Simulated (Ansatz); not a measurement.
Job for Ansatz (a program for electronic structure): U-PBE0/def2-TZVPP on NiB, 2S+1 = 4, a spin state set in the input, which need not be the lowest.

Ansatz 0.2 input:
```yaml
crystal:
  periodic: [false, false, false]
  atoms:
    - {symbol: Ni, position_ang: [0.00000000, 0.00000000, 0.00000000]}
    - {symbol: B, position_ang: [0.00000000, 0.00000000, 1.97600000]}
basis:
  gaussian:
    orbitals: def2-TZVPP
hamiltonian:
  xc: {name: PBE0}
magnetization: {spin_polarized: true, initial_magnetization: 3}
relax: {f_tol: 0.002, max_steps: 120}
```

The log:

```
WARN ansatz: RAYON_NUM_THREADS=1 ignored (pool sized by the plan → 1); use --threads N
Functional definition: PBE0
integrals: 0.02 GiB planned
729 factors; their error is unknown
mean field: 0.33 GiB planned
mean field evaluation 1: about -41702.2843 eV, gradient 5.1e1 eV
mean field evaluation 2: about -41302.5484 eV, gradient 3.4e2 eV
mean field evaluation 4: about -41703.4533 eV, gradient 3.2e1 eV
mean field evaluation 8: about -41707.2654 eV, gradient 3.3e-1 eV
mean field evaluation 16: about -41707.6681 eV, gradient 1.1e-1 eV
mean field evaluation 32: about -41707.6420 eV, gradient 1.8e-1 eV
mean field -41707.66849982 eV, -1532.7285468953 hartree, gradient 1.9e-6 eV, S^2 3.769281; 4 other end points of the search recorded, 0 dependent functions left out
the calculation of the forces begins
reference -41707.66852643 eV, -1532.7285478733 hartree; 18, 15 occupied and 77, 80 virtual orbitals, 729 factors
relax step   1: F+E_penalty+E_count = -41707.66849982 eV  Δ(F+E_penalty+E_count) = +0.000e0 eV  max|allowed force component| = 1.052e0 eV/Å  Δτ_max = 0.0000 Å  (236 SCF iters, accepted)
these checks for a lower state are left out or cut short: starts, cluster_reference, orbital_swaps, neighbouring_geometries, increment
integrals: 0.02 GiB planned
729 factors; their error is unknown
mean field: 0.33 GiB planned
mean field -41707.71041480 eV, -1532.7300872423 hartree, gradient 5.0e-6 eV, S^2 3.769323; 0 other end points of the search recorded, 0 dependent functions left out
the calculation of the forces begins
reference -41707.71044130 eV, -1532.7300882164 hartree; 18, 15 occupied and 77, 80 virtual orbitals, 729 factors
relax step   2: F+E_penalty+E_count = -41707.71041480 eV  Δ(F+E_penalty+E_count) = -4.191e-2 eV  max|allowed force component| = 7.248e-1 eV/Å  Δτ_max = 0.0234 Å  (71 SCF iters, accepted)
these checks for a lower state are left out or cut short: starts, cluster_reference, orbital_swaps, neighbouring_geometries, increment
integrals: 0.02 GiB planned
729 factors; their error is unknown
mean field: 0.33 GiB planned
mean field evaluation 64: about -41707.7383 eV, gradient 5.8e-4 eV
mean field -41707.73833751 eV, -1532.7311133830 hartree, gradient 1.7e-6 eV, S^2 3.769409; 0 other end points of the search recorded, 0 dependent functions left out
the calculation of the forces begins
reference -41707.73836389 eV, -1532.7311143526 hartree; 18, 15 occupied and 77, 80 virtual orbitals, 729 factors
relax step   3: F+E_penalty+E_count = -41707.73833751 eV  Δ(F+E_penalty+E_count) = -2.792e-2 eV  max|allowed force component| = 1.470e-1 eV/Å  Δτ_max = 0.0309 Å  (67 SCF iters, accepted)
these checks for a lower state are left out or cut short: starts, cluster_reference, orbital_swaps, neighbouring_geometries, increment
integrals: 0.02 GiB planned
729 factors; their error is unknown
mean field: 0.33 GiB planned
mean field -41707.73930581 eV, -1532.7311489676 hartree, gradient 2.8e-6 eV, S^2 3.769430; 0 other end points of the search recorded, 0 dependent functions left out
the calculation of the forces begins
reference -41707.73933217 eV, -1532.7311499363 hartree; 18, 15 occupied and 77, 80 virtual orbitals, 729 factors
relax step   4: F+E_penalty+E_count = -41707.73930581 eV  Δ(F+E_penalty+E_count) = -9.683e-4 eV  max|allowed force component| = 1.107e-2 eV/Å  Δτ_max = 0.0070 Å  (70 SCF iters, accepted)
these checks for a lower state are left out or cut short: starts, cluster_reference, orbital_swaps, neighbouring_geometries, increment
integrals: 0.02 GiB planned
729 factors; their error is unknown
mean field: 0.33 GiB planned
mean field evaluation 96: about -41707.7393 eV, gradient 3.4e-6 eV
mean field -41707.73931107 eV, -1532.7311491606 hartree, gradient 3.4e-6 eV, S^2 3.769429; 0 other end points of the search recorded, 0 dependent functions left out
the calculation of the forces begins
reference -41707.73933743 eV, -1532.7311501294 hartree; 18, 15 occupied and 77, 80 virtual orbitals, 729 factors
relax step   5: F+E_penalty+E_count = -41707.73931107 eV  Δ(F+E_penalty+E_count) = -5.253e-6 eV  max|allowed force component| = 6.707e-4 eV/Å  Δτ_max = 0.0004 Å  (58 SCF iters, accepted)
integrals: 0.02 GiB planned
729 factors; their error is unknown
mean field: 0.33 GiB planned
mean field evaluation 128: about -41707.7393 eV, gradient 1.3e-5 eV
mean field -41707.73931107 eV, -1532.7311491606 hartree, gradient 3.4e-6 eV, S^2 3.769429; 5 other end points of the search recorded, 0 dependent functions left out
the calculation of the forces begins
reference -41707.73933743 eV, -1532.7311501294 hartree; 18, 15 occupied and 77, 80 virtual orbitals, 729 factors
Total energy: -41707.73933743 eV, -1532.7311501294 hartree
Atom 0 at     0.000000     0.000000     0.060933 Å, force     0.000000     0.000000    -0.000671 eV/Å
Atom 1 at    -0.000000    -0.000000     1.915067 Å, force     0.000000    -0.000000     0.000671 eV/Å
Dipole moment:     0.000000     0.000000    -0.534670 e Å
```

The calculation finished and met its thresholds.

Cost: roughly 40 core-seconds.
